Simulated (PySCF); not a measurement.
A species of formula C8H10O2Si has this rotational fingerprint, computed with PBE0-D3(BJ)/def2-SVP geometry optimisation, gas phase in PySCF 2.14.0:

```
Rotational constants : A = 2713, B = 423.3, C = 396.3 MHz
Dipole components    : |μa| = 1.51 D, |μb| = 1.40 D, |μc| = 0.72 D
Inertial defect      : -104.83 u·Å²
κ                    : -0.98
```

Problem. Which candidate fits, each taken in the one conformer that was computed?
A. `[O:1]=[C:2]([OH:3])[c:4]1[cH:5][cH:6][c:7]([CH2:8][SiH3:9])[cH:10][cH:11]1` with O1–C2–O3–H 0°, O1–C2–C4–C5 -1°, C6–C7–C8–Si9 89°
B. `[CH3:1][C:2](=[O:3])[c:4]1[cH:5][cH:6][c:7]([O:8][SiH3:9])[cH:10][cH:11]1` with C1–C2–C4–C5 180°, C6–C7–O8–Si9 0°

Solution. A. It is O=C(O)c1ccc(C[SiH3])cc1, a near-prolate asymmetric top. The candidates at the same level (rigid rotor, commonest isotopes):

```tsv
SMILES	A (MHz)	B (MHz)	C (MHz)	μa (D)	μb (D)	μc (D)	Δ (u·Å²)	point group	rotor
CC(=O)c1ccc(O[SiH3])cc1	3167	423.4	376.0	2.21	1.74	0.01	-9.16	–	near-prolate asymmetric top
O=C(O)c1ccc(C[SiH3])cc1	2713	423.3	396.3	1.51	1.40	0.72	-104.83	–	near-prolate asymmetric top
```

`CC(=O)c1ccc(O[SiH3])cc1` has A 17 % too high. No structure here is proved a minimum.
